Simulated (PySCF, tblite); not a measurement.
Isomers of C4H12NSi2 (doublet state), one GFN2-xTB conformer each. Single-point energies are computed at B3LYP/pcH-1 (PySCF, gas phase, no added dispersion term), electronic only. GFN2-xTB treats the open shell by occupation alone, and not every SCF solution was tested for stability.

Question: Rank them by B3LYP/pcH-1 energy, lowest first (kJ/mol).
A. `[SiH2:1][SiH2:2][NH:3][CH2:4][CH:5]1[CH2:6][CH2:7]1` (doublet state) with H–Si1–Si2–N3 159° and -70°, Si1–Si2–N3–C4 56°, Si2–N3–C4–C5 -157°, N3–C4–C5–C6 -159°
B. `[CH3:1][SiH:2][N:3]([SiH3:4])[CH:5]1[CH2:6][CH2:7]1` (doublet state) with C1–Si2–N3–Si4 -49°, Si2–N3–C5–C6 34°

Answer: B (0.0), A (48.8).

As drawn, the lower has an Si–C bond, which the higher lacks; the higher has an N–H bond and an Si–Si bond, which the lower lacks. GFN2-xTB itself gives, in the same order: 0.0, 67.7. Both levels put the same isomer lowest.

What happens when harmonic zero-point energies from GFN2-xTB frequencies are added?

| SMILES | ZPE (kJ/mol) | electronic (kJ/mol) | with ZPE (kJ/mol) |
| --- | --- | --- | --- |
| C[SiH]N([SiH3])C1CC1 | 381.1 | 0.0 | 0.0 |
| [SiH2][SiH2]NCC1CC1 | 383.3 | 48.8 | 51.0 |

The zero-point energies span 2.2 kJ/mol. The order is unchanged.
